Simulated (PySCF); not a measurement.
Match each property card to its molecule.

Structures:
1. `C[C@@H]1C=CC(C(F)F)=C1`
2. `[SiH3]OCC(OC=C)=O`
3. `Fc1cccc2cscc12`
4. `[SiH3][SiH2]Br`
5. `CC=C1CCCC1`

Card P (geometry PBE0-D3(BJ)/def2-SVP):
- Rotational constants A, B, C: 5.770, 1.748, 1.422 GHz
- Static isotropic polarisability (wB97X-D/def2-SVPD): 83.3 au
- Core binding energies (ΔSCF SCAN, pcX-2 on the ionised atom, pcseg-1 elsewhere, spin-free X2C): C1s 289.6, C1s 289.8, C1s 290.3, C1s 290.3, C1s 290.3, C1s 290.3, C1s 290.5 eV
- Vertical ionisation energy (ΔSCF wB97X-D/def2-SVPD): 8.44 eV
- Largest of the computed one-bond spin–spin couplings (means over like bonds) (B3LYP/pcJ-1, spin–dipole term left out): 13C–1H +157.5, 13C–1H +135.4 (×2), 13C–1H +135.1 (×2), 13C–1H +135.0 (×2), 13C–1H +135.0 (×2), 13C–1H +132.0 (×3), 13C–13C +82.1, 13C–13C +47.9 Hz

Card Q (geometry PBE0-D3(BJ)/def2-SVP):
* Rotational constants A, B, C: 7.260, 0.616, 0.574 GHz
* Static isotropic polarisability (PBE0/def2-SVPD): 89.9 au
* HOMO energy (PBE0/def2-SVPD): -7.50 eV
* Lowest singlet excitation (TDDFT PBE0/def2-SVPD): 5.82 eV (213 nm, f = 0.001)
* Strongest line among the 6 lowest singlet transitions (TDDFT PBE0/def2-SVPD): S2 at 6.18 eV (201 nm, f = 0.343)
* Dipole moment (PBE0/def2-SVPD): 2.51 D

Card R (geometry PBE0-D3(BJ)/def2-SVP):
* Rotational constants A, B, C: 3.610, 0.999, 0.823 GHz
* Static isotropic polarisability (PBE0/def2-SVPD): 81.9 au
* Strongest line among the 6 lowest singlet transitions (TDDFT PBE0/def2-SVPD): S4 at 7.05 eV (176 nm, f = 0.089)
* Point group: C1
* Dipole moment (PBE0/def2-SVPD): 2.74 D

Card S (geometry PBE0-D3(BJ)/def2-SVP):
* Rotational constants A, B, C: 2.093, 1.050, 0.699 GHz
* Static isotropic polarisability (wB97X-D/def2-SVPD): 111.7 au
* Strongest line among the 10 lowest singlet transitions (TDDFT wB97X-D/def2-SVPD): S7 at 6.21 eV (200 nm, f = 1.068)
* Lowest singlet excitation (TDDFT wB97X-D/def2-SVPD): 3.90 eV (318 nm, f = 0.085)
* Dipole moment (wB97X-D/def2-SVPD): 1.39 D

Card T (geometry PBE0-D3(BJ)/def2-SVP):
- Rotational constants A, B, C: 9.375, 1.498, 1.333 GHz
- Static isotropic polarisability (wB97X-D/def2-SVPD): 80.7 au
- Dipole moment (wB97X-D/def2-SVPD): 1.55 D
- Lowest triplet excitation (Tamm–Dancoff) (TDA wB97X-D/def2-SVPD): 5.55 eV
- Lowest singlet excitation (TDDFT wB97X-D/def2-SVPD): 6.07 eV (204 nm, f = 0.029)
- Isotropic shieldings of nuclei other than C and H, by class (GIAO B3LYP/pcSseg-2): 354 (1 Si), 427 (1 Si), 2776 (1 Br) ppm
- Core binding energies (ΔSCF SCAN, pcX-2 on the ionised atom, pcseg-1 elsewhere, spin-free X2C, 2p3/2 from a spin–orbit splitting computed afterwards within the 2p shell): Si2p3/2 106.9, Si2p3/2 107.5, Si1s 1846.6, Si1s 1847.3 eV

All species are isolated and taken at one optimised geometry, non-relativistic unless stated; the electronic structure was computed with PySCF and density fitting. NMR classes are plain means over equivalent atoms (diastereotopic ones count apart unless rotation or inversion swaps them), as if these changed places fast.

Task: Which card belongs to which structure?

Result: P = 5, Q = 2, R = 1, S = 3, T = 4. What ties each card to its structure:
- 1 (card R), C7H8F2, monoisotopic mass 130.1 u, 9 heavy atoms: an asymmetric top with C = 0.823 GHz; polarisability 81.9 au for 68 electrons; dipole 2.74 D.
- 2 (card Q), C4H8O3Si, monoisotopic mass 132.0 u, 8 heavy atoms: an asymmetric top with C = 0.574 GHz, the lowest such constant on the cards; polarisability 89.9 au for 70 electrons; dipole 2.51 D.
- 3 (card S), C8H5FS, monoisotopic mass 152.0 u, 10 heavy atoms: an asymmetric top with C = 0.699 GHz; polarisability 111.7 au for 78 electrons; dipole 1.39 D.
- 4 (card T), BrH5Si2, monoisotopic mass 139.9 u, 3 heavy atoms: core lines of Si; an asymmetric top with C = 1.333 GHz; polarisability 80.7 au for 68 electrons; dipole 1.55 D.
- 5 (card P), C7H12, monoisotopic mass 96.1 u, 7 heavy atoms: core lines of C; an asymmetric top with C = 1.422 GHz, the highest such constant on the cards; polarisability 83.3 au for 54 electrons.
